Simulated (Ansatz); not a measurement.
Results of the Gaussian-basis code of Ansatz.

H7NOSi2 (`O[SiH2]N[SiH3]`) at its PBE0-D4/def2-TZVP geometry, where that method's forces vanish. Total charge 0; spin multiplicity 1.

```tsv
atom	x (Å)	y (Å)	z (Å)
O1	2.207	0.984	0.663
Si2	1.180	0.497	-0.526
N3	-0.478	0.515	-0.071
Si4	-1.552	-0.815	0.177
H5	2.216	0.476	1.476
H6	1.439	1.469	-1.611
H7	1.459	-0.901	-0.943
H8	-0.882	1.433	0.064
H9	-2.610	-0.897	-0.867
H10	-0.740	-2.056	0.144
H11	-2.238	-0.704	1.494
```

Task: For each bond, give half the difference of the two atoms' forces along it (eV/Å; positive pushes the atoms apart) under PBE-D4, r2SCAN-D4, B3LYP-D4, ωB97M-V in def2-TZVPP. (An estimate is asked.)

Result: The calculation gave: 
```csv
bond,length (Å),PBE-D4,r2SCAN-D4,B3LYP-D4,ωB97M-V
O1–Si2,1.645,0.28,0.04,0.15,0.14
O1–H5,0.958,0.35,0.02,-0.02,-0.06
Si2–N3,1.719,0.04,0.03,0.08,0.07
Si2–H6,1.480,0.03,-0.03,-0.14,-0.17
Si2–H7,1.485,-0.01,-0.03,-0.11,-0.15
N3–Si4,1.727,0.08,0.02,0.12,0.13
N3–H8,1.012,0.18,0.03,-0.03,-0.04
Si4–H9,1.489,0.04,-0.03,-0.09,-0.14
Si4–H10,1.484,0.05,-0.03,-0.08,-0.12
Si4–H11,1.489,0.04,-0.03,-0.09,-0.13
```

B3LYP here is the variant with VWN-RPA as its local correlation; programs differ in this.
